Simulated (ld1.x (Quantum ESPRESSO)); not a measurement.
**What the settings do to the TM potential of silver (Ag)**

Base potential:

silver, norm-conserving Troullier–Martins (Kleinman–Bylander form), made with ld1.x (Quantum ESPRESSO) 7.5 (Wu–Cohen, non-relativistic). Core [Kr], reference 4d10 5s1 5p0. Waves: 5p (bound, empty): rc 2.95 bohr; 4d (bound): rc 1.95 bohr; 5s (bound): rc 2.20 bohr. Local part: the s channel. Core correction: Bessel-smoothed model core, default radius (core density twice the valence density).

All-electron outer shells of the reference configuration (Wu–Cohen, non-relativistic, ld1.x):

```
shell  level (eV)  outermost node (bohr)  outermost maximum (bohr)
   4p      -56.66                   0.45                      0.88
   4d       -7.91                   0.43                      1.03
   5s       -3.97                   1.15                      2.62
   5p       -0.67                   1.27                      3.86
```

Cutoffs, loose and tight: the cutoffs (Ry, on a coarse ladder) from which the occupation-weighted sum of valence levels, in a spherical-Bessel basis at the reference potential, stays within 10 and 1 mRy of its value at 400 Ry. They do not see the model core or the augmentation charge, which bear on the density cutoff. Test errors are all-electron minus pseudo excitation energies from the reference, over the configurations 4d10 5s0 5p0; 4d9 5s0 5p0; 4d8 5s0 5p0; 4d7 5s0 5p0; 4d9 5s1 5p1; 4d9 5s2 5p0; 4d10 5s0 5p1. A dash means not determined; rows that change the core or the reference have their own tests. The largest error is taken over the tests solved by every variant that gives reliable tests at all: 4d10 5s0 5p0; 4d10 5s0 5p1; 4d7 5s0 5p0; 4d8 5s0 5p0; 4d9 5s0 5p0.

A true bound ghost makes a file unfit for plane-wave use even where its test errors are small: the radial tests pick states by their node count and pass the ghost by. Where a test does run into it, the solver fails or the error is huge.

```tsv
change	outcome	cutoff, loose	cutoff, tight	bound ghosts	largest test error (meV)
base	generated	55 Ry	90 Ry	none	-2096
wave 5s (bound): rc 2.20 bohr becomes 5s (bound): rc 1.42 bohr	generated	60 Ry	200 Ry	p, s (extra level of the local part)	-1847
wave 5s (bound): rc 2.20 bohr becomes 5s (bound): rc 1.70 bohr	generated	55 Ry	100 Ry	none	-1932
wave 5s (bound): rc 2.20 bohr becomes 5s (bound): rc 1.96 bohr	generated	55 Ry	90 Ry	none	-2079
wave 5s (bound): rc 2.20 bohr becomes 5s (bound): rc 2.18 bohr	generated	55 Ry	90 Ry	none	-2098
wave 5s (bound): rc 2.20 bohr becomes 5s (bound): rc 2.40 bohr	generated	55 Ry	90 Ry	none	-2092
wave 5s (bound): rc 2.20 bohr becomes 5s (bound): rc 2.54 bohr	generated	55 Ry	90 Ry	none	-2103
wave 5s (bound): rc 2.20 bohr becomes 5s (bound): rc 2.86 bohr	generated	55 Ry	90 Ry	none	-2224
wave 5s (bound): rc 2.20 bohr becomes 5s (bound): rc 3.12 bohr	generated	55 Ry	90 Ry	none	-2434
wave 5s (bound): rc 2.20 bohr becomes 5s (bound): rc 3.22 bohr	generated	55 Ry	90 Ry	none	-2504
```

Reading the sweep of the s radius (base included, trends over the rows without a ghost): The loose cutoff stays near 55 Ry. The median size of the test errors (rows with all tests solved) is not monotonic: lowest 85.0 meV at 1.7 bohr, highest 170.2 meV at 2.4 bohr. Bound ghosts are found at 1.42 bohr.
